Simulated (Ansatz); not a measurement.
`C=[CH][AlH][NH2]`, one more setting.

```yaml
crystal:
  periodic: [false, false, false]
  atoms:
    - {symbol: C, position_ang: [-0.967263, 0.856776, -1.243631]}
    - {symbol: C, position_ang: [-0.806764, -0.425496, -0.910544]}
    - {symbol: Al, position_ang: [0.352243, -1.010919, 0.536421]}
    - {symbol: N, position_ang: [1.270497, 0.198204, 1.443688]}
    - {symbol: H, position_ang: [-1.618887, 1.179937, -2.053621]}
    - {symbol: H, position_ang: [-0.452663, 1.660385, -0.720452]}
    - {symbol: H, position_ang: [-1.371948, -1.148170, -1.501174]}
    - {symbol: H, position_ang: [0.525644, -2.528647, 0.958525]}
    - {symbol: H, position_ang: [1.887875, -0.025708, 2.207138]}
    - {symbol: H, position_ang: [1.264366, 1.192640, 1.286549]}
basis:
  gaussian: {orbitals: aug-cc-pVTZ, nuclear_model: gaussian}
total_charge: -1
magnetization: {spin_polarized: true, initial_magnetization: 1}
hamiltonian: {xc: {name: SPW92}}
output: {forces: true}
```

```sh
$ ansatz run in.yaml --threads 2 --pin off --events-out ev --progress --plain --max-ram 4352MiB
```

Shortened log:

```
Functional definition: SPW92
1335 factors; their error is unknown
mean field evaluation 1: about -10179.1234 eV, gradient 6.3e1 eV
mean field evaluation 2: about -9902.3813 eV, gradient 1.5e2 eV
mean field evaluation 4: about -10195.1143 eV, gradient 2.8e1 eV
mean field evaluation 8: about -10198.9215 eV, gradient 9.7e-1 eV
mean field evaluation 16: about -10198.9407 eV, gradient 1.0e0 eV
mean field evaluation 32: about -10198.9252 eV, gradient 2.9e-5 eV
mean field -10198.92515686 eV, -374.8035864348 hartree, gradient 9.4e-8 eV, S^2 0.750756; 10 other end points of the search recorded, 0 dependent functions left out
reference -10198.92522307 eV, -374.8035888680 hartree; 20, 19 occupied and 306, 307 virtual orbitals, 1335 factors
Total energy: -10198.92522307 eV, -374.8035888680 hartree
Atom 0 at    -0.967263     0.856776    -1.243631 Å, force    -0.137646     0.684939    -0.218994 eV/Å
Atom 1 at    -0.806764    -0.425496    -0.910544 Å, force     0.467217    -0.750397     0.734604 eV/Å
Atom 2 at     0.352243    -1.010919     0.536421 Å, force    -0.352261    -0.209373    -0.804565 eV/Å
Atom 3 at     1.270497     0.198204     1.443688 Å, force    -0.121661     0.005749     0.104110 eV/Å
Atom 4 at    -1.618887     1.179937    -2.053621 Å, force    -0.233556     0.139717    -0.282562 eV/Å
Atom 5 at    -0.452663     1.660385    -0.720452 Å, force     0.183668     0.276615     0.173071 eV/Å
Atom 6 at    -1.371948    -1.148170    -1.501174 Å, force    -0.125331    -0.292645    -0.132655 eV/Å
Atom 7 at     0.525644    -2.528647     0.958525 Å, force    -0.025280    -0.252460     0.176654 eV/Å
Atom 8 at     1.887875    -0.025708     2.207138 Å, force     0.359968    -0.114948     0.367157 eV/Å
Atom 9 at     1.264366     1.192640     1.286549 Å, force    -0.015117     0.512803    -0.116821 eV/Å
Dipole moment:    -0.672753     0.501564    -0.426356 e Å
```

Hardware: 2 threads of an Arm Neoverse V1 on a shared host. Wall time 60 s, peak host memory 1.5 GiB.
